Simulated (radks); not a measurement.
Sr IV, configuration [Ar] 3d10 4s2 4p5.

Calculated with a radial shooting solver on a logarithmic mesh with Libxc functionals: scalar-relativistic Kohn-Sham, exchange-only PBE, spin-polarised, spherical densities, finite nucleus; open shells are filled with parallel spins first (spin-orbit coupling, left out, can overturn this in heavy ions); Fermi nuclear charge, rms radius 4.224 fm.

Energy parts (hartree):
| part | energy |
|---|---|
| total | -3175.49645 |
| kinetic | 3258.09560 |
| electron-nucleus | -7613.03398 |
| Hartree | 1281.74793 |
| exchange | -102.30600 |

Orbitals (lengths in bohr, moments of r in powers of bohr; <r^-3> diverges for s and p1/2):
orbital  occ.  eigenvalue (hartree)     <r^2>  <r^-3>
1s up       1             -586.8077  0.002067       -
1s down     1             -586.8034  0.002067       -
2s up       1             -80.38196   0.03507       -
2s down     1             -80.37947   0.03507       -
2p up       3             -71.55066   0.02765    1803
2p down     3             -71.54652   0.02765    1803
3s up       1             -13.32023    0.2780       -
3s down     1             -13.31475    0.2778       -
3p up       3             -10.47041    0.2901   279.2
3p down     3             -10.46421    0.2898   279.3
3d up       5              -5.76409    0.3023   35.30
3d down     5              -5.75690    0.3014   35.34
4s up       1              -2.51107     1.991       -
4s down     1              -2.46444     1.996       -
4p up       3              -1.81912     2.555   34.36
4p down     2              -1.77358     2.582   34.22

The highest occupied level is 4p down at -48.261 eV. The spin density at the nucleus is -0.4187 e/bohr^3 (1s -0.2534, 2s 0.0672, 3s 0.0687, 4s -0.3011). Spin moment in Bohr magnetons: 1. The electron density at the nucleus is 6.199e+04 e/bohr^3 (large components only). The density falls to 0.001 e/bohr^3 at r = 3.18 bohr. Summed over all electrons, <r^2> = 22.37 bohr^2, which gives a Langevin (diamagnetic) susceptibility term of -17.7 x 10^-6 cm^3/mol. For comparison, the ionisation energy in NIST's Atomic Spectra Database is 56.280 eV (semi-empirical). In exact Kohn-Sham theory the highest level is minus the ionisation energy, but local and semilocal functionals leave it too shallow, through self-interaction and a potential that decays too fast; potentials with the right tail come closer.
